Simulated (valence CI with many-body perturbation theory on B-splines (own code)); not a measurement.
**Sm55+: calculated level list**

Level of theory: configuration interaction combined with many-body perturbation theory (CI+MBPT): five valence electrons over a frozen Dirac-Fock core [He], a basis of 9 s, 9 p, 8 d, 6 f, 3 g, 1 h functions for each j, with the one-electron correlation potential Σ1, the two-electron term Σ2, the three-electron term Σ3, Breit, model QED; selected CI, second order for the rest (own B-spline code, finite nucleus).

No measured spectrum was set against this ion. As an estimate, large intervals hold to a few tenths of a per cent, small ones and those within an open d or f shell to about a per cent. Among the levels kept, up to 1200 cm⁻¹ of a level comes from second order outside the variational space, and about a tenth of that is noise between levels of different J, which matters for small intervals.

Levels 1 to 45 of 76, with energies above the lowest level, (2s^2 2p1/2^2 2p3/2) J=3/2. "Leading %" is the weight of the configuration and term that name the level; weights of strongly mixed levels are sums over their largest components and can fall short. In the jj column 3d3/2^4 stands for four electrons in 3d with j = 3/2. Lifetimes count E1, E2, E3, M1 and M2 decay at the calculated energies, and are blank where another channel may lead or the interval is too uncertain; long ones can be off by a factor of two.

```
No.  Configuration  Term    J  E (Ry)  Leading %      g  Lifetime                      Leading jj
  1        2s2 2p3   2P°  3/2    0.00         48  1.336                2s^2 2p1/2^2 2p3/2 (100 %)
  2        2s2 2p3   4S°  3/2   44.88         55  1.440    450 ps      2s^2 2p1/2 2p3/2^2 (100 %)
  3        2s2 2p3   2D°  5/2   46.49        100  1.174   2.64 ns      2s^2 2p1/2 2p3/2^2 (100 %)
  4        2s2 2p3   2P°  1/2   49.36        100  0.632    749 ps      2s^2 2p1/2 2p3/2^2 (100 %)
  5         2s 2p4    4P  5/2   64.37         72  1.463   1.66 ps      2s 2p1/2^2 2p3/2^2 (100 %)
  6         2s 2p4    2S  1/2   70.48         63  2.044    426 fs       2s 2p1/2^2 2p3/2^2 (99 %)
  7         2s 2p4    2P  3/2   70.59         48  1.184    239 fs       2s 2p1/2^2 2p3/2^2 (99 %)
  8        2s2 2p3   2P°  3/2   94.35         52  1.288    138 ps             2s^2 2p3/2^3 (99 %)
  9         2s 2p4    4P  3/2  110.91         83  1.578    496 fs        2s 2p1/2 2p3/2^3 (100 %)
 10         2s 2p4    2D  5/2  113.60         72  1.284    491 fs        2s 2p1/2 2p3/2^3 (100 %)
 11         2s 2p4    2P  1/2  117.07         63  1.381    190 fs         2s 2p1/2 2p3/2^3 (99 %)
 12         2s 2p4    2D  3/2  117.82         52  1.032    191 fs        2s 2p1/2 2p3/2^3 (100 %)
 13            2p5   2P°  3/2  139.33         99  1.309    165 fs          2p1/2^2 2p3/2^3 (99 %)
 14         2s 2p4    2S  1/2  163.20         36  1.831    222 fs               2s 2p3/2^4 (99 %)
 15            2p5   2P°  1/2  186.01        100  0.632    122 fs           2p1/2 2p3/2^4 (100 %)
 16     2s2 2p2 3s    4P  1/2  449.96         47  2.004   10.7 fs         2s^2 2p1/2^2 3s (100 %)
 17     2s2 2p2 3p   2P°  1/2  455.86         45  0.652    948 fs      2s^2 2p1/2^2 3p1/2 (100 %)
 18     2s2 2p2 3p   2P°  3/2  470.16         33  1.327    989 fs       2s^2 2p1/2^2 3p3/2 (99 %)
 19     2s2 2p2 3d    2D  3/2  475.63         41  0.785   8.11 fs      2s^2 2p1/2^2 3d3/2 (100 %)
 20     2s2 2p2 3d    2D  5/2  480.01         35  1.193   1.50 fs      2s^2 2p1/2^2 3d5/2 (100 %)
 21     2s2 2p2 3s    4P  3/2  495.53         88  1.662   15.6 fs     2s^2 2p1/2 2p3/2 3s (100 %)
 22     2s2 2p2 3s    2P  1/2  496.15         67  1.299   7.32 fs     2s^2 2p1/2 2p3/2 3s (100 %)
 23     2s2 2p2 3s    2D  5/2  496.88         64  1.321   14.7 fs     2s^2 2p1/2 2p3/2 3s (100 %)
 24     2s2 2p2 3s    2D  3/2  497.27         63  0.969   7.78 fs     2s^2 2p1/2 2p3/2 3s (100 %)
 25     2s2 2p2 3p   4P°  1/2  501.38         48  1.728   1.37 ps  2s^2 2p1/2 2p3/2 3p1/2 (100 %)
 26     2s2 2p2 3p   4D°  3/2  501.81         56  1.136   1.29 ps  2s^2 2p1/2 2p3/2 3p1/2 (100 %)
 27     2s2 2p2 3p   2F°  5/2  502.76         48  1.061    962 fs   2s^2 2p1/2 2p3/2 3p1/2 (99 %)
 28     2s2 2p2 3p   2P°  3/2  505.02         42  1.322    434 fs   2s^2 2p1/2 2p3/2 3p1/2 (99 %)
 29      2s 2p3 3s   4P°  5/2  512.10         41  1.592   24.7 fs      2s 2p1/2^2 2p3/2 3s (86 %)
 30      2s 2p3 3s   2P°  3/2  513.93         31  1.452   9.52 fs      2s 2p1/2^2 2p3/2 3s (90 %)
 31     2s2 2p2 3p   2P°  1/2  515.17         34  1.559    131 fs   2s^2 2p1/2 2p3/2 3p3/2 (93 %)
 32     2s2 2p2 3p   4D°  5/2  515.49         49  1.432    145 fs   2s^2 2p1/2 2p3/2 3p3/2 (88 %)
 33     2s2 2p2 3p   2D°  3/2  515.80         53  1.154    682 fs   2s^2 2p1/2 2p3/2 3p3/2 (99 %)
 34     2s2 2p2 3p   2F°  7/2  516.33         64  1.227    875 fs  2s^2 2p1/2 2p3/2 3p3/2 (100 %)
 35     2s2 2p2 3p   4S°  3/2  517.18         23  1.392   52.2 fs   2s^2 2p1/2 2p3/2 3p3/2 (71 %)
 36     2s2 2p2 3p   2P°  1/2  517.88         22  0.751   12.7 fs      2s 2p1/2^2 2p3/2 3s (62 %)
 37     2s2 2p2 3p   2D°  5/2  518.03         63  1.191    666 fs   2s^2 2p1/2 2p3/2 3p3/2 (98 %)
 38      2s 2p3 3p    4P  3/2  518.88         29  1.694   7.25 fs   2s 2p1/2^2 2p3/2 3p1/2 (97 %)
 39      2s 2p3 3p    2D  5/2  518.93         24  1.357   3.03 fs   2s 2p1/2^2 2p3/2 3p1/2 (96 %)
 40      2s 2p3 3s   2P°  3/2  519.14         22  1.386   23.1 fs      2s 2p1/2^2 2p3/2 3s (79 %)
 41     2s2 2p2 3p   2P°  1/2  519.84         59  0.728   29.7 fs   2s^2 2p1/2 2p3/2 3p3/2 (69 %)
 42     2s2 2p2 3d    4F  3/2  521.33         43  0.932   4.38 fs   2s^2 2p1/2 2p3/2 3d3/2 (98 %)
 43     2s2 2p2 3d    4F  5/2  521.49         53  0.962   15.3 fs   2s^2 2p1/2 2p3/2 3d3/2 (98 %)
 44     2s2 2p2 3d    4D  1/2  521.66         79  0.249   7.76 fs  2s^2 2p1/2 2p3/2 3d3/2 (100 %)
 45     2s2 2p2 3d    2G  7/2  522.57         51  1.022    226 fs   2s^2 2p1/2 2p3/2 3d3/2 (97 %)
```

The ionisation energy to 2s2 2p2 3P_0 of the next ion comes out as 11337 eV (NIST: 11337 ± 5 eV (theoretical)). All 76 levels together are meant to be complete up to 544.41 Ry.
